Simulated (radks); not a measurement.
Values are calculated unless marked as measured or tabulated.
Ionisation of the fluorine ion F+, [He] 2s2 2p4, to F2+, [He] 2s2 2p3, under several functionals. Dirac Kohn-Sham, spin-unpolarised, spherical densities, point nucleus; open shells fill j = l - 1/2 first; a radial shooting solver on a logarithmic mesh with Libxc functionals.

| functional | E(F+) (hartree) | Exc (hartree) | IE (eV) | -e(HOMO) (eV) | <r> HOMO (bohr) | IE error (eV) |
|---|---|---|---|---|---|---|
| AM05 | -98.56338 | -9.21543 | 38.221 | 28.169 | 0.9838 | +3.250 |
| HCTH/407 | -99.08312 | -9.77131 | 38.795 | 28.696 | 0.9800 | +3.824 |
| RPBE | -99.12066 | -9.79916 | 38.289 | 28.219 | 0.9850 | +3.318 |
| LDA (Slater exchange, VWN5 correlation) | -98.47476 | -9.12125 | 38.488 | 28.432 | 0.9833 | +3.517 |
| XLYP | -99.18362 | -9.86272 | 38.428 | 28.342 | 0.9849 | +3.457 |
| exchange-only PBE | -98.77605 | -9.43922 | 37.274 | 27.234 | 0.9893 | +2.303 |

NIST Atomic Spectra Database: 34.971 eV (measured). Closest: exchange-only PBE. The Delta-SCF values span 1.52 eV, the total energies 0.71 hartree. The highest occupied level is 2p3/2. Spin polarisation and multiplet splitting are left out, so open shells lie too high by an amount that depends on their filling.

Beside tabulated values, note that spin-unpolarised runs miss the spin-polarisation part of the exchange energy of open shells.
